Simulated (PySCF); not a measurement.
# Kr³⁺: ionisation energy

Kr³⁺ [Ar] 3d10 4s2 4p3 [4p1/2^2 4p3/2^1, M_J = 3/2] → Kr⁴⁺ [Ar] 3d10 4s2 4p2 [4p1/2^2, M_J = 0], as a difference of total energies. Computed with PySCF 2.14 in x2c-QZVPPall-2c, with the two-component X2C-1e Hamiltonian. Correlated levels: [Ne] frozen; the 8 highest virtual spinors dropped. "Screened" scales the spin-orbit matrix elements by Boettger's factors to mimic the two-electron term; Breit and QED terms are absent.

```csv
method,ionisation energy (eV)
GHF (spin-free),50.709
GMP2 (spin-free),51.398
GHF (screened spin-orbit),50.332
GMP2 (screened spin-orbit),51.013
```

Q: How much does correlation contribute at GMP2 (screened spin-orbit)?

A: 51.013 − (50.332) = 0.681 eV, measured against GHF (screened spin-orbit).

The spin-free rows relax to the high-spin LS determinant and lack the spin-orbit shift.

Errors of the correlated levels include the incompleteness of this basis and the frozen core.

The labels give the starting determinants; with spin-orbit coupling the two ends relaxed to ⟨J²⟩ = 3.75, ⟨L²⟩ = 0.04, ⟨S²⟩ = 3.71 and ⟨J²⟩ = 1.33, ⟨L²⟩ = 1.97, ⟨S²⟩ = 1.94.

The determinant of Kr⁴⁺ mixes levels of different J (the jj label is only the starting occupation), so the difference between spin-free and spin-orbit rows is not the physical spin-orbit shift.

For comparison: 50.85 ± 0.11 eV (measured; NIST Atomic Spectra Database, ionization energies).
